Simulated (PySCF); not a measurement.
Fe (iron, neutral) across methods

[Ar] 3d6 4s1 4p1, one real determinant (an excited configuration). Computed with PySCF 2.14 in aug-cc-pVQZ-DK, with the spin-free X2C one-electron Hamiltonian (Gaussian nucleus).

```csv
method,E (hartree),mean ε 4s α (eV),mean ε 3d β (eV),mean ε 4p α (eV),Σ⟨r²⟩ (bohr²),⟨S²⟩
r2SCAN,-1272.504,-7.103,-6.779,-2.797,43.65,12.001
MN15,-1273.264,-8.099,-10.021,-3.529,45.02,12.003
PBE0,-1272.314,-7.712,-8.745,-3.366,44.27,12.001
PBE,-1272.293,-6.846,-6.766,-2.642,44.72,12.001
M06-2X,-1272.523,-8.322,-10.840,-3.974,44.18,12.006
LDA,-1269.978,-7.031,-6.725,-2.678,44.37,12.001
BLYP,-1272.597,-6.653,-6.887,-2.411,45.23,12.002
UHF,-1271.30148,-9.906,-13.959,-5.329,44.64,12.003
```

⟨L²⟩ = 8.03 against 12 for a pure F term, so this real determinant mixes terms.
